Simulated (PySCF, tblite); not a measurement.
Isomers of C3H5FN2Si, one GFN2-xTB conformer each. Single-point energies are computed at PBE0/pcSseg-1 (PySCF, gas phase, no added dispersion term), electronic only.

```csv
SMILES,GFN2-xTB relative energy (kJ/mol)
N#C/C=C(\F)[SiH2]N,259.5
N#C/C=C(/F)[SiH2]N,249.6
N#C/C(CF)=N\[SiH3],236.2
Fc1nccn1[SiH3],0.0
N#C[C@@H](F)/C=N\[SiH3],251.9
Fc1ccn([SiH3])n1,63.1
N#C[C@@H](F)/C=N/[SiH3],255.9
```

Conformers: `[N:1]#[C:2]/[CH:3]=[C:4](\[F:5])[SiH2:6][NH2:7]` with C3–C4–Si6–N7 -21°, C4–Si6–N7–H -53° and 169°; `[N:1]#[C:2]/[CH:3]=[C:4](/[F:5])[SiH2:6][NH2:7]` with C3–C4–Si6–N7 -35°, C4–Si6–N7–H -176° and 43°; `[N:1]#[C:2]/[C:3]([CH2:4][F:5])=[N:6]\[SiH3:7]` with C2–C3–C4–F5 -24°; `[N:1]#[C:2][C@@H:3]([F:4])/[CH:5]=[N:6]\[SiH3:7]` with C2–C3–C5–N6 71°; `[N:1]#[C:2][C@@H:3]([F:4])/[CH:5]=[N:6]/[SiH3:7]` with C2–C3–C5–N6 84°.

Question: What does PBE0/pcSseg-1 give for the same structures?

Answer: 
```csv
SMILES,PBE0/pcSseg-1 E (Eh),PBE0/pcSseg-1 (kJ/mol),GFN2-xTB (kJ/mol),point group
Fc1nccn1[SiH3],-615.64328,0.0,0.0,Cs
Fc1ccn([SiH3])n1,-615.62401,50.6,63.1,–
N#C/C=C(\F)[SiH2]N,-615.61800,66.4,259.5,C1
N#C/C=C(/F)[SiH2]N,-615.61627,70.9,249.6,C1
N#C/C(CF)=N\[SiH3],-615.58915,142.1,236.2,C1
N#C[C@@H](F)/C=N/[SiH3],-615.58384,156.1,255.9,C1
N#C[C@@H](F)/C=N\[SiH3],-615.57974,166.8,251.9,C1
```

Both levels put the same isomer lowest; measured from each level's own lowest isomer, the values differ by up to 193.1 kJ/mol (N#C/C=C(\F)[SiH2]N: 259.5 against 66.4). As drawn, the lowest has an aromatic ring, which the highest lacks; the highest has a C≡N group and a C=N bond, which the lowest lacks. Neighbours under 10 kJ/mol apart (N#C/C=C(\F)[SiH2]N and N#C/C=C(/F)[SiH2]N) can change places with a better method, another conformer or zero-point energy. N#C/C=C(\F)[SiH2]N and N#C/C=C(/F)[SiH2]N are stereoisomers, 4.5 kJ/mol apart in the conformers taken. N#C[C@@H](F)/C=N/[SiH3] and N#C[C@@H](F)/C=N\[SiH3] are stereoisomers, 10.7 kJ/mol apart in the conformers taken.

Question: Which frontier levels, dipoles and rotational constants go with these structures?

Answer: 
| SMILES | HOMO (eV, PBE0/pcSseg-1) | LUMO (eV) | dipole (D) | A, B, C (MHz) |
| --- | --- | --- | --- | --- |
| Fc1nccn1[SiH3] | -6.76 | -0.15 | 4.12 | 3801, 2101, 1375 |
| Fc1ccn([SiH3])n1 | -7.42 | -0.04 | 3.57 | 6101, 1397, 1152 |
| N#C/C=C(\F)[SiH2]N | -8.05 | -1.75 | 6.18 | 4705, 1152, 946.1 |
| N#C/C=C(/F)[SiH2]N | -7.87 | -1.77 | 2.05 | 2546, 1946, 1154 |
| N#C/C(CF)=N\[SiH3] | -8.17 | -2.49 | 3.17 | 3728, 1305, 991.8 |
| N#C[C@@H](F)/C=N/[SiH3] | -7.81 | -1.65 | 3.43 | 4223, 1030, 860.3 |
| N#C[C@@H](F)/C=N\[SiH3] | -7.69 | -1.63 | 2.65 | 3415, 1394, 1086 |

Question: What happens when harmonic zero-point energies from GFN2-xTB frequencies are added?

Answer: 
```tsv
SMILES	ZPE (kJ/mol)	electronic (kJ/mol)	with ZPE (kJ/mol)
Fc1nccn1[SiH3]	198.0	0.0	0.0
Fc1ccn([SiH3])n1	197.1	50.6	49.7
N#C/C=C(\F)[SiH2]N	194.6	66.4	62.9
N#C/C=C(/F)[SiH2]N	194.3	70.9	67.2
N#C/C(CF)=N\[SiH3]	188.6	142.1	132.7
N#C[C@@H](F)/C=N/[SiH3]	187.3	156.1	145.3
N#C[C@@H](F)/C=N\[SiH3]	187.9	166.8	156.7
```

The zero-point energies span 10.7 kJ/mol. The order is unchanged.
